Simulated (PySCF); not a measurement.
ammonium (H4N+), SMILES [NH4+], charge +1.

Coordinates come from a r2SCAN-D4/def2-TZVPD optimisation.

Level of theory: CAM-B3LYP/def2-TZVPD run with PySCF.

Computed frontier levels, gap, dipole moment and polarisability:
```json
{
 "highest_occupied_level": "-24.33 eV",
 "lowest_empty_level": "-5.37 eV",
 "orbital_gap": "18.95 eV",
 "dipole_moment_about_the_centre_of_nuclear_charge": "0.00 D",
 "mean_static_polarisability": "9.1 bohr³ (1.35 Å³)",
 "polarisability_principal_values": "9.1, 9.1, 9.1 bohr³"
}
```
